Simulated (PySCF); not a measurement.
The numbers are results of ωB97X-D3(BJ)/def2-TZVP // B3LYP-D3(BJ)/def2-SVP in PySCF 2.14.0, not measurements. Isolated molecules, 0 K electronic values unless said otherwise. One relaxed conformer stands for a flexible species; it need not be the lowest. Excitations are Tamm–Dancoff values on a coarser integration grid. The basis has no diffuse functions, so Rydberg states are missing or too high.

Reference species (SMILES): `C=Cc1cc([SiH3])cc(S)c1` (C–C–C–C torsion -180°, C–C–S–H torsion 1°) (neutral, multiplicity 1).

```yaml
S1–T1 gap (TDA): 1.43 eV
brightest of the four lowest singlets (TDA): 5.94 eV
T1 excitation (TDA): 3.28 eV
```

Changed species: `C=Cc1c([SiH3])cccc1S` (C–C–C–C torsion -133°, C–C–S–H torsion 16°).

**Question.** What does the change do to the S1–T1 gap (TDA), brightest of the four lowest singlets (TDA) and T1 excitation (TDA)?

**Answer.** the S1–T1 gap (TDA) decreases by 0.21 eV, to 1.22 eV; the brightest of the four lowest singlets (TDA) rises by 0.22 eV, to 6.16 eV; the T1 excitation (TDA) increases by 0.24 eV, to 3.52 eV.
